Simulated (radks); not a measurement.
Problem. These are the eigenvalues of the occupied orbitals of an atom or ion with whole-number occupations (hartree). Method: scalar-relativistic Kohn-Sham, SCAN, spin-polarised, spherical densities, finite nucleus; meta-GGA in the generalised Kohn-Sham scheme; Fermi nuclear charge, rms radius of each element as measured or else 0.836 A^(1/3) + 0.57 fm; computed with a radial shooting solver on a logarithmic mesh with Libxc functionals.

| orbital | eigenvalue |
|---|---|
| 1s down | -2478.768 |
| 1s up | -2478.768 |
| 2s up | -427.3014 |
| 2s down | -427.2982 |
| 2p up | -374.4174 |
| 2p down | -374.4144 |
| 3s up | -98.74253 |
| 3s down | -98.74239 |
| 3p up | -82.91139 |
| 3p down | -82.91097 |
| 3d up | -64.41145 |
| 3d down | -64.40935 |
| 4s up | -20.78135 |
| 4s down | -20.77660 |
| 4p up | -15.56416 |
| 4p down | -15.55941 |
| 4d up | -8.86412 |
| 4d down | -8.85784 |
| 5s up | -3.31995 |
| 5s down | -3.27134 |
| 5p up | -2.07263 |
| 5p down | -2.00780 |
| 4f up | -1.49429 |
| 4f down | -1.48007 |
| 5d up | -0.70668 |

Which element is it, and in what charge state? The configuration may be excited. Open shells, if any, are filled with parallel spins first.

Solution. Z = 73, tantalum, charge +2: Ta2+ in [Xe] 4f14 5d3. The list shows which subshells hold electrons but not how many an open one holds; the 1s level, -2478.8 hartree, gives Z - s = 70.4 by -(Z - s)^2/2, which with screening and relativity narrows Z to a few neighbours, and the depths of the outer levels then fix element, charge and occupations together.
